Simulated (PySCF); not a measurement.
CCl2F, SMILES F[C](Cl)Cl, multiplicity 2. Geometry optimised at TPSSh-D3(BJ)/def2-SVP. The isomer is the one that the SMILES or the coordinates give; other isomers of the formula were not compared.

Calculation: TPSSh-D3(BJ)/def2-SVP run with PySCF.

Harmonic wavenumbers (cm⁻¹): 276, 375, 460, 610, 892, 1201. Rotational constants (GHz): 7.328, 3.235, 2.274; symmetry number 1.

### Question
Work out the zero-point energy and the ideal-gas rigid-rotor harmonic-oscillator thermochemistry at 298.15 K and 1 atm.

### Answer
ZPE = ½ Σ hcν = ½ × 3815 cm⁻¹ = 22.82 kJ/mol. H − E(el) = 36.06 kJ/mol. Entropy in J/(mol K): translation 166.42, rotation 109.59, vibration 16.74, spin 5.76, total 298.51. G − E(el) = -52.94 kJ/mol. Cp = 59.64 J/(mol K).
